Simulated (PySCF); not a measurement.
## `P1(N([SiH3])[SiH3])C(C=C)=C1`, C4H10NPSi2

Molfile (atoms numbered from 1):
```
C4H10NPSi2
     RDKit          3D

 18 18  0  0  0  0  0  0  0  0999 V2000
    2.6431    1.3346   -0.4968 C   0  0  0  0  0  0  0  0  0  0  0  0
    2.4981    0.0924   -0.0448 C   0  0  0  0  0  0  0  0  0  0  0  0
    1.4353   -0.7636   -0.4616 C   0  0  0  0  0  0  0  0  0  0  0  0
    0.8460   -1.9341   -0.2895 C   0  0  0  0  0  0  0  0  0  0  0  0
   -0.0009   -0.9720   -1.5941 P   0  0  0  0  0  0  0  0  0  0  0  0
   -1.3027   -0.1986   -0.7247 N   0  0  0  0  0  0  0  0  0  0  0  0
   -2.3962   -1.2046    0.1800 Si  0  0  0  0  0  4  0  0  0  0  0  0
   -1.2930    1.5406   -0.6691 Si  0  0  0  0  0  4  0  0  0  0  0  0
    1.9461    1.7463   -1.2086 H   0  0  0  0  0  0  0  0  0  0  0  0
    3.4456    1.9727   -0.1686 H   0  0  0  0  0  0  0  0  0  0  0  0
    3.1948   -0.3303    0.6715 H   0  0  0  0  0  0  0  0  0  0  0  0
    0.8690   -2.8361    0.2846 H   0  0  0  0  0  0  0  0  0  0  0  0
   -2.4908   -2.4703   -0.5476 H   0  0  0  0  0  0  0  0  0  0  0  0
   -3.6758   -0.5072    0.2496 H   0  0  0  0  0  0  0  0  0  0  0  0
   -1.8649   -1.4350    1.5314 H   0  0  0  0  0  0  0  0  0  0  0  0
   -0.7170    1.9936   -1.9368 H   0  0  0  0  0  0  0  0  0  0  0  0
   -2.6772    1.9720   -0.5065 H   0  0  0  0  0  0  0  0  0  0  0  0
   -0.4684    2.0057    0.4553 H   0  0  0  0  0  0  0  0  0  0  0  0
  1  2  2  0
  2  3  1  0
  3  4  2  0
  4  5  1  0
  5  6  1  0
  6  7  1  0
  6  8  1  0
  5  3  1  0
  1  9  1  0
  1 10  1  0
  2 11  1  0
  4 12  1  0
  7 13  1  0
  7 14  1  0
  7 15  1  0
  8 16  1  0
  8 17  1  0
  8 18  1  0
M  END
```

Method used: GIAO KT3/pcSseg-1 magnetisability, rotational g tensor and spin-rotation constants, non-relativistic, gas phase (PySCF 2.14.0). Geometry: GFN2-xTB.

**Question.** What are the magnetisability and the molar susceptibility?

**Answer.** Isotropic -1416 × 10⁻³⁰ J/T², or -85.3 × 10⁻⁶ cm³/mol; principal values -1806, -1251, -1192 × 10⁻³⁰ J/T², anisotropy 586 × 10⁻³⁰ J/T² (root of half the summed squared differences of the principal values). The susceptibility is in cgs units.

**Question.** Split it along the inertial axes a, b, c into diamagnetic and paramagnetic parts about the centre of mass, with the quadrupole moment.

**Answer.** 
```tsv
axis	χ (10⁻⁶ cm³/mol)	diamagnetic (10⁻⁶ cm³/mol)	paramagnetic (10⁻⁶ cm³/mol)	summed x² of all electrons (Å²)	quadrupole Θ (D Å)
a	-87.3	-838.8	751.5	285.3	+3.84
b	-83.6	-1428.7	1345.1	146.2	+3.10
c	-85.1	-1830.7	1745.6	51.5	-6.93
```
Anisotropies 2χaa − χbb − χcc = -5.8 and 2χbb − χaa − χcc = +5.2 × 10⁻⁶ cm³/mol. Θ is traceless in Buckingham's convention.

**Question.** And the rotational g tensor?

**Answer.** 
```tsv
axis	rotational constant (GHz)	g	nuclear part	electronic part
a	1.7264	-0.0320	0.5775	-0.6095
b	0.9270	-0.0186	0.5673	-0.5858
c	0.7090	-0.0117	0.5697	-0.5814
```
Asymmetric top; isotopes 12C, 1H, 14N, 31P, 28Si; no vibrational averaging.
